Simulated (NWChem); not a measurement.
Si$_{2}$NH$_{5}$, singlet; SMILES N[Si][SiH3]

```xyz
8

Si    -0.8784     0.8459    -0.0029
N      0.6757     1.6237     0.0006
H      0.7535     2.6467     0.0008
H      1.6016     1.1806     0.0029
Si     0.0450    -1.4008    -0.0012
H      1.5627    -1.4147     0.0039
H     -0.4066    -2.1830    -1.2136
H     -0.4149    -2.1853     1.2066
```
Atoms are numbered in this order, from 1.

Results from NWChem. Pople sets run with spherical d functions. Low-valent species are run as closed-shell singlets; no triplet was tried in these runs. The geometry was optimised at PBE-D3(BJ)/def2-SVP. Level: PBE/6-31G* with SMD (1 M gas to 1 M solution), gas-phase geometry. Reactions with the solvent are ignored.

```csv
solvent,dielectric constant,solvation free energy (kcal/mol),cavity-dispersion-structure term (kcal/mol),dipole in solution (D)
water,78.4,-2.0,2.9,3.56
1-octanol,9.86,-4.0,0.3,3.44
benzene,2.27,-2.8,-0.3,3.05
"1,4-dioxane",2.21,-1.7,0.8,3.04
diethyl ether,4.24,-4.0,-0.3,(withheld)
cyclohexane,2.02,-2.1,0.2,3.00
n-hexane,1.88,-2.4,-0.3,2.96
```

### Question
Fill in the missing entries.

### Answer

- diethyl ether, dipole in solution (D): 3.27
